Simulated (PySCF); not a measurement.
Structure problem from calculated spectra and properties.

Formula: C7H15NOSi.

- Dipole: 1.73 D [B3LYP/def2-SVPD]
- 1H NMR: chemical shifts (computed TMS as zero) by class: 5.25 (1 H), 4.12 (1 H), 3.66 (1 H), 2.94 (2 H), 2.69 (2 H), 1.71 (1 H), 1.68 (1 H), 1.55 (2 H), 1.53 (2 H), 0.86 (1 H), 0.33 (1 H) ppm [GIAO PBE0/pcSseg-1]
- NMR, other nuclei: isotropic shieldings of nuclei other than C and H, by class: 205 (1 N), 281 (1 O), 351 (1 Si) ppm [GIAO PBE0/pcSseg-1]
- 13C NMR: chemical shifts (computed TMS as zero) by class: 69.8 (1 C), 46.9 (2 C), 28.1 (1 C), 26.4 (2 C), 11.3 (1 C) ppm [GIAO PBE0/pcSseg-1]
- Valence photoelectron: vertical ionisation energy: 7.98 eV [ΔSCF B3LYP/def2-SVPD]
- Rotational structure: rotational constants A, B, C: 2.200, 0.742, 0.697 GHz [PBE0-D3(BJ)/def2-SVP]
- Polarisability: 115.6 au [B3LYP/def2-SVPD]
- UV, first state: lowest singlet excitation: 5.48 eV (226 nm, f = 0.007) [TDDFT B3LYP/def2-SVPD]

Gas-phase values; electronic properties from PySCF, density fitting. Levels stand in brackets. One conformer (not necessarily the lowest) at the PBE0-D3(BJ)/def2-SVP geometry, without solvent, vibrations or thermal averaging. NMR values are class means; diastereotopic atoms form classes of their own.

Task: What is the compound? Reason from the data.

Result: Numbering: `[CH2:1]1[CH2:2][CH2:3][N:4]([Si@@H:5]2[CH2:6][CH2:7][CH2:8][O:9]2)[CH2:10]1`. Its formula, C7H15NOSi, gives 2 degrees of unsaturation: 2 rings and 0 π bonds in the structure found. 7 carbons fall into 5 classes; from least to most shielded: ring sp3 carbon bound to oxygen [C8] (69.8 ppm), ring sp3 carbon bound to nitrogen [C3/C10] (46.9 ppm, 2 C), ring CH2 carbon [C7] (28.1 ppm), ring CH2 carbon [C1/C2] (26.4 ppm, 2 C), ring sp3 carbon bound to silicon [C6] (11.3 ppm). Hydrogen classes from least to most shielded: 1 H on an oxygen-bound silicon, Si5 (5.25 ppm), 1 H on an sp3 carbon bound to oxygen, C8 (4.12 ppm), 1 H on an sp3 carbon bound to oxygen, C8 (3.66 ppm), 2 H on 2 like atoms (sp3 carbon bound to nitrogen), C3/C10 (2.94 ppm, a mean of values up to 0.9 ppm apart in this geometry), 2 H on 2 like atoms (sp3 carbon bound to nitrogen), C3/C10 (2.69 ppm, a mean of values up to 0.6 ppm apart in this geometry), 1 H on a ring CH2 carbon, C7 (1.71 ppm), 1 H on a ring CH2 carbon, C7 (1.68 ppm), 2 H on 2 ring CH2 carbons, C1/C2 (1.55 ppm), 2 H on 2 ring CH2 carbons, C1/C2 (1.53 ppm), 1 H on an sp3 carbon bound to silicon, C6 (0.86 ppm), 1 H on an sp3 carbon bound to silicon, C6 (0.33 ppm). The other shieldings belong to: 205 ppm, silicon-bound nitrogen [N4]; 281 ppm, silyl ether oxygen [O9]; 351 ppm, oxygen-bound silicon [Si5]. The first electron is taken from the HOMO, whose largest Löwdin shares are 0.53 on the silicon-bound nitrogen, 0.08 on each of 2 atoms of one kind (sp3 carbon bound to nitrogen) and 0.07 on the oxygen-bound silicon. The optimised geometry has point group C1 and is an asymmetric top. Structure: `C1CCN([Si@@H]2CCCO2)C1`. Computed isomers that give other values at the same levels: `C=CC[C@@H]1CO[Si@H](NC)C1` (13C chemical shifts (computed TMS as zero) by class: 147.8 (1 C), 123.5 (1 C), 73.9 (1 C), 42.5 (1 C), 42.0 (1 C), 31.9 (1 C), 17.0 (1 C) ppm); `CC[Si](CC)(CC)N=C=O` (rotational constant A: 0.936 GHz; this holds for the one conformer computed). The assignments are read from this structure; whether some other isomer fits the data as well wasn't checked. The mirror image fits equally.
